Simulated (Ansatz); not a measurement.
`C=CCCCCC`, charge 0, multiplicity 1.

(1) Give a relaxed structure at PBE0-D4/def2-TZVP (the Gaussian-basis code of Ansatz). (Best estimate.)

Results:

(1) Ansatz gave: 
```xyz
21

C     2.577    2.157    0.064
C     1.422    1.520   -0.071
C     0.503    1.172    1.053
C     0.358   -0.335    1.284
C    -0.149   -1.132    0.090
C    -1.522   -0.714   -0.413
C    -2.027   -1.600   -1.539
H     2.931    2.484    1.038
H     3.209    2.380   -0.788
H     1.109    1.216   -1.068
H    -0.485    1.602    0.855
H     0.867    1.640    1.972
H    -0.321   -0.489    2.131
H     1.331   -0.733    1.591
H    -0.184   -2.191    0.370
H     0.572   -1.070   -0.734
H    -1.493    0.326   -0.758
H    -2.233   -0.735    0.421
H    -2.108   -2.641   -1.214
H    -1.346   -1.575   -2.394
H    -3.012   -1.283   -1.890
```
This is one stationary point; other conformers may exist.
